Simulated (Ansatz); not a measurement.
Consider the substitution at a C–N bond: `BC(=C)[NH][GeH3]` + HBr → `BC(=C)Br` + `[NH2][GeH3]`.

Calculated with Ansatz (gas phase, PBE0-D4/def2-TZVP geometries, no zero-point term in ΔE). CCSD(T)/CBS adds triple-zeta CCSD(T) − MP2 to the extrapolated MP2 energy (def2 sets, frozen cores). For Br, Ge outer-core shells are correlated without core-valence functions, which leaves a few kJ/mol of doubt a bond. Scalar relativity is left out up to krypton. One conformer a species, not always the lowest.

```json
{"species": "`BC(=C)[NH][GeH3]`", "HF/def2-TZVPP energy (Eh)": "-2234.91661"}
{"species": "HBr", "HF/def2-TZVPP energy (Eh)": "-2573.00153"}
{"species": "`BC(=C)Br`", "HF/def2-TZVPP energy (Eh)": "-2675.16307"}
{"species": "`[NH2][GeH3]`", "HF/def2-TZVPP energy (Eh)": "-2132.75334"}
```

(1) Work out ΔE.

Largest T1 diagnostic among the species: 0.012.

Results:

(1) ΔE = (-2675.16307) + (-2132.75334) − (-2234.91661) − (-2573.00153) = 0.00173 Eh = +1.1 kcal/mol. CCSD(T)/CBS gives +2.7 kcal/mol.

In def2-TZVPP, CCSD(T) changes the Hartree–Fock value by +1.8 kcal/mol (the triples alone add +0.3 kcal/mol) and MP2 by +1.2 kcal/mol. The D4 term adds +1.5 kcal/mol with B3LYP and +0.9 kcal/mol with PBE0; it sums over pairs of atoms, weighted by their polarisabilities, and B3LYP, whose exchange is more repulsive, gets the larger term.

B3LYP here is the variant with VWN-RPA as its local correlation; programs differ in this.
